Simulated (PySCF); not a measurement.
C₄H₂BrF, SMILES C#C/C(Br)=C\F.

Coordinates come from a PBE-D3(BJ)/def2-SVP optimisation. The structure was generated by enumeration; whether it is a known compound was not checked.

Calculation: PySCF 2.14.0 with PBE-D3(BJ)/def2-SVP.

Frequencies are harmonic and unscaled.

```tsv
mode	ν (cm⁻¹)	IR (km/mol)	moving atoms (share of kinetic energy)
1	125	1.3	C 53 %, F 23 %, H 12 %, Br 12 %
2	204	2.6	C 57 %, F 24 %, Br 13 %
3	221	1.0	C 73 %, F 18 %
4	272	9.3	C 62 %, H 26 %, F 12 %
5	358	3.2	F 44 %, Br 31 %, C 24 %
6	430	1.1	C 83 %
7	561	4.6	C 93 %
8	604	31.7	H 80 %, C 20 %
9	671	27.3	H 77 %, C 23 %
10	751	26.6	C 87 %
11	808	12.0	H 69 %, C 30 %
12	997	100.3	C 83 %, F 8 %
13	1184	110.9	C 45 %, F 31 %, H 24 %
14	1304	5.7	H 62 %, C 37 %
15	1641	57.4	C 94 %
16	2146	6.5	C 92 %, H 8 %
17	3145	2.8	H 91 %, C 9 %
18	3406	86.5	H 86 %, C 14 %
```
